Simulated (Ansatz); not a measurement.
Reactions of C3H3NS, SMILES `C#CC(=N)S`.

Gas-phase electronic energies from Ansatz, PBE0-D4/def2-TZVP geometries. CCSD(T)/CBS adds triple-zeta CCSD(T) − MP2 to the extrapolated MP2 energy (def2 sets, frozen cores). This one scheme is used for every species. Functionals use def2-TZVPP. Each species was taken in one conformer, which may not be the lowest.

```csv
reaction,CCSD(T)/CBS(def2) (kJ/mol)
`C#CC(=N)S` + H₂ → `N=CS` + `C#C`,-38
`C#CC(=N)S` + `C=N` → `C=NC(=N)S` + `C#C`,3
`C#CC(=N)S` + `C[SiH2]SS` → `C#CSS[SiH2]C` + `N=CS`,?
`C#CC(=N)S` + `OCF` → `C#COCF` + `N=CS`,95
```

(1) Fill in the missing values. (Estimate.)

Largest T1 diagnostic: 0.015, for `C=NC(=N)S`.

Results:

(1) Ansatz gave: `C#CC(=N)S` + `C[SiH2]SS` → `C#CSS[SiH2]C` + `N=CS`: +16.3 kJ/mol.
